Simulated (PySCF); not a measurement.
PySCF input file for H₇NSSi₂, SMILES [SiH2](S[SiH3])N, SMD-B3LYP/def2-SVP. Geometry optimised at B3LYP-D3(BJ)/def2-SVP. One conformer was computed; it need not be the lowest.

```python
import numpy as np
from pyscf import gto, scf, dft
from pyscf.solvent import smd

mol = gto.M(
    atom='''
    Si    1.40829635   -1.15565952    1.16720894
    S     0.67280811   -0.34510549   -0.68892361
    Si   -1.07955862    0.73668095    0.03489409
    N    -1.93618953    1.51823798   -1.23970271
    H     0.40121345   -2.05078201    1.80788632
    H     1.75114919   -0.07416774    2.13615380
    H     2.63082572   -1.93528881    0.83500295
    H    -1.99333114   -0.23632492    0.69335077
    H    -0.62703073    1.77150738    1.00417019
    H    -1.52351790    2.32778876   -1.69458778
    H    -2.45323994    0.95698910   -1.91072208
    ''',
    basis='def2-SVP',
    charge=0,
    spin=0,
    max_memory=1600,
    verbose=3,
)
mf = dft.RKS(mol, xc='b3lyp').density_fit(auxbasis='def2-universal-jkfit')
mf.grids.level = 3
mf.conv_tol = 1e-9
mf.max_cycle = 100
mf.kernel()
res = {}
for name in ['water', 'benzene', 'acetonitrile']:
    s = mf.SMD()
    s.with_solvent.solvent, s.with_solvent.sasa_ng = name, 194
    s.kernel(mf.make_rdm1())
    res[name] = (s.e_tot, s.with_solvent.get_cds(), s.dip_moment(), s.mo_energy, s.converged)
    print(f'SMD {name}: dG(solv) = {(s.e_tot - mf.e_tot) * 627.509474:.3f} kcal/mol, of which CDS {res[name][1] * 627.509474:.3f}')
```

Log of the run:

```
converged SCF energy = -1035.91421939299
converged SCF energy = -1035.91485323943
Dipole moment(X, Y, Z, Debye): -1.04325,  0.80955, -0.66836
SMD water: dG(solv) = -0.398 kcal/mol, of which CDS 3.823
converged SCF energy = -1035.91826022935
Dipole moment(X, Y, Z, Debye): -0.93601,  0.72754, -0.60290
SMD benzene: dG(solv) = -2.536 kcal/mol, of which CDS -0.642
converged SCF energy = -1035.92018724619
Dipole moment(X, Y, Z, Debye): -1.03902,  0.80621, -0.66498
SMD acetonitrile: dG(solv) = -3.745 kcal/mol, of which CDS 0.372
```

The calculation finished and met its thresholds.
